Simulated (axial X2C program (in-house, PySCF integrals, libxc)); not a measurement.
## Working with the constants of NaBe⁺

A bond curve at the CCSD(T) level, 2c, was computed with an in-house relativistic program for diatomic molecules (basis Na dyall-cv3z [9s8p5d2f], Be dyall-cv3z [8s8p3d1f] (cores contracted in-house)) for the state Ω = 0 (closed shell). Its fit gives Re = 2.9726 Å, ωe = 200.3 cm⁻¹, ωexe = 2.9 cm⁻¹ and αe = 5.514e-03 cm⁻¹; the masses are 22.9898 and 9.0122 u. Two-component means X2C with spin–orbit coupling and atomic mean-field Coulomb and Gaunt terms.

Correlated methods: 10 electrons correlated (number of frozen shells: Na 1 s; Be 1 s), 200 virtual spin orbitals or spinors in MP2, 90 natural virtuals in coupled cluster.

(1) Find the reduced mass, Be and the force constant.

(2) Estimate De from a Morse curve and compare with the computed well depth of 0.391 eV to Na+ + Be.

(3) Give B0, the J = 1←0 line in GHz and the most populated J at 300 K (kT = 208.5 cm⁻¹).

(4) A Morse curve ties αe to the other constants (Pekeris). How well does that hold?

(5) Estimate the centrifugal constant by the Kratzer relation.

One determinant describes the state; a PBE0 search over occupations chose it and may have missed a lower one. Dissociation energies refer to the lowest single-determinant-based atoms at the same level and basis. CCSD and (T) use frozen natural virtuals with an MP2 correction for the truncation; (T) itself is uncorrected, so its De runs slightly low.

Results:

(1) From the CCSD(T) values: μ = 6.4742 u. Be = 16.8576/(μ Re²) = 0.2947 cm⁻¹. k = 5.8918×10⁻⁷ μ ωe² = 0.153 mdyn/Å.

(2) De(Morse) = ωe²/(4ωexe) = 0.429 eV against 0.391 eV computed, a ratio of 1.10. For De the Morse form works well here.

(3) B0 = Be − αe/2 = 0.2919 cm⁻¹; 2B0 = 17.5 GHz; J(max) ≈ √(kT/2B0) − 1/2 = 18.4, so J = 18.

(4) αe(Morse) = 6Be²/ωe × (√(ωexe/Be) − 1) = 5.559e-03 cm⁻¹; the CCSD(T) curve gives 5.514e-03 cm⁻¹, a ratio of 1.01.

(5) D = 4Be³/ωe² = 2.55e-06 cm⁻¹.
